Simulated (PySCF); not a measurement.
A PySCF script (with the pyscf-properties extension) for the NMR shieldings of SMILES O(B)BNC, CH₇B₂NO, on a PBE0-D3(BJ)/def2-SVP geometry:

```python
import basis_set_exchange as bse
import numpy as np
from pyscf import gto, dft
from pyscf.prop import nmr

atoms = """
B     2.044874    0.681611    0.955346
O     1.100257   -0.200992    0.652517
B     0.196275   -1.148201    0.287860
N    -1.001386   -0.800774   -0.348766
C    -1.455012    0.516331   -0.711909
H     2.022067    1.225280    2.041222
H     2.906675    0.936408    0.137950
H     0.433880   -2.309278    0.527649
H    -1.633801   -1.554106   -0.586146
H    -2.403902    0.780493   -0.214235
H    -1.607243    0.617771   -1.800200
H    -0.706204    1.261421   -0.411917
"""
names = dict.fromkeys(["B", "O", "N", "C", "H"], "pcSseg-1")
basis = {el: gto.basis.parse(bse.get_basis(n, elements=[el], fmt="nwchem")) for el, n in names.items()}
mol = gto.M(atom=atoms, basis=basis, charge=0, verbose=0)
mf = dft.RKS(mol, xc="PBE0")
mf.grids.level = 2
mf.grids.alignment = dft.numint.BLKSIZE   # the property module wants whole blocks of grid points
mf.conv_tol = 1e-9
mf.kernel()

calc = nmr.RKS(mf)   # GIAO
C = mf.mo_coeff
Co = C[:, mf.mo_occ > 0]
resp = mf.gen_response(singlet=True, hermi=2)
def vind(x):   # induced exchange potential for any number of trial vectors
    d = np.einsum("pi,xij,qj->xpq", C, 2 * x.reshape(-1, C.shape[1], Co.shape[1]), Co, optimize=True)
    return np.einsum("xpq,pi,qj->xij", resp(d - d.transpose(0, 2, 1)), C, Co, optimize=True).ravel()
mo1, _ = nmr.rhf.solve_mo1(calc, with_cphf=vind)
sigma = calc.kernel(mo1)
for i, s in enumerate(sigma):   # ppm
    print("%2d %-2s %9.2f" % (i, mol.atom_pure_symbol(i), np.trace(s) / 3))
```

Problem. What are the results?

Solution. 
```
 0 B      57.50
 1 O      60.36
 2 B      78.80
 3 N     175.43
 4 C     157.23
 5 H      25.78
 6 H      25.79
 7 H      26.83
 8 H      28.61
 9 H      28.79
10 H      28.79
11 H      28.22
```

These numbers come from an equivalent density-fitted implementation of the same equations, which agrees with the script to about 0.01 ppm for H and up to a few tenths of a ppm for heavy atoms, so last digits may differ.

Size and cost of the density-fitted run: 120 basis functions, 6.9 s wall time on 1 thread of an Arm Neoverse V2, shared host; peak memory 0.58 GiB.
